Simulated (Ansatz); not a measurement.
Reaction (isomerisation): `[SiH3]C1C=CS1` → `C=CC([SiH3])=S`

Calculated with Ansatz (gas phase, PBE0-D4/def2-TZVP geometries, no zero-point term in ΔE). CCSD(T)/CBS is the MP2 limit (def2-TZVPP, def2-QZVPP) plus CCSD(T) − MP2 in def2-TZVPP, frozen cores. Functionals use def2-TZVPP. Each species was taken in one conformer, which may not be the lowest.

```tsv
level	ΔE (kcal/mol)	difference from CCSD(T)/CBS
PBE-D4	1.5	1.1
PBE0-D4	3.7	3.3
B2PLYP	-1.9	-2.3
PBE	1.2	0.8
r2SCAN	0.4	0.0
PBE0	3.5	3.1
SCS-MP2/def2-TZVPP	0.9	0.5
CCSD/def2-TZVPP	0.0	-0.4
MP2/def2-QZVPP	3.3	2.9
CCSD/CBS(def2)	0.9	0.5
CCSD(T)/CBS	0.4	0
```

Largest T1 diagnostic among the species: 0.017.

In def2-TZVPP, CCSD(T) changes the Hartree–Fock value by +3.3 kcal/mol (the triples alone add −0.5 kcal/mol) and MP2 by +6.6 kcal/mol. From PBE to PBE0 (25 % exact exchange), in def2-TZVPP and without D4, ΔE moves by +2.3 kcal/mol.
